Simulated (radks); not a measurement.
Results of a calculation; reference values are marked as such.
Question: Excited configurations of V+: one electron is placed in a higher orbital outside [Ar] 3d3. The ground configuration is [Ar] 3d4. Level of theory: scalar-relativistic Kohn-Sham, PBE, spin-polarised, spherical densities, finite nucleus; open shells are filled with parallel spins first; Fermi nuclear charge, rms radius 3.6002 fm (a radial shooting solver on a logarithmic mesh with Libxc functionals). Excitation = E - E(ground); binding = E(ion) - E, where the ion is the core of charge +2; n* = 2/sqrt(2 binding) in atomic units, and the quantum defect is n - n*.

outer orbital  excitation (eV)  binding (eV)     n*  quantum defect  eigenvalue (eV)  <r> (bohr)
4d                       9.972         5.839  3.053           0.947           -4.284       5.786
6s                      12.054         3.756  3.806           2.194           -3.040       11.45
6f                      14.058         1.753  5.572           0.428           -1.389       21.91
7s                      13.355         2.455  4.708           2.292           -2.003       17.69
7p                      13.664         2.147  5.035           1.965           -1.755       19.78
7d                      14.136         1.674  5.701           1.299           -1.366       24.70

Estimate the row for 4p.

Answer: excitation (eV) 5.209; binding (eV) 10.602; n* 2.266; quantum defect 1.734; eigenvalue (eV) -7.911; <r> (bohr) 3.642. The Delta-SCF ionisation energy is 15.811 eV (NIST Atomic Spectra Database: 14.63 eV, measured). Self-interaction in the functional shifts the binding energies and quantum defects, so they are the method's values and not measured ones. Open shells are spherical and high-spin; term and fine-structure splittings are not resolved.
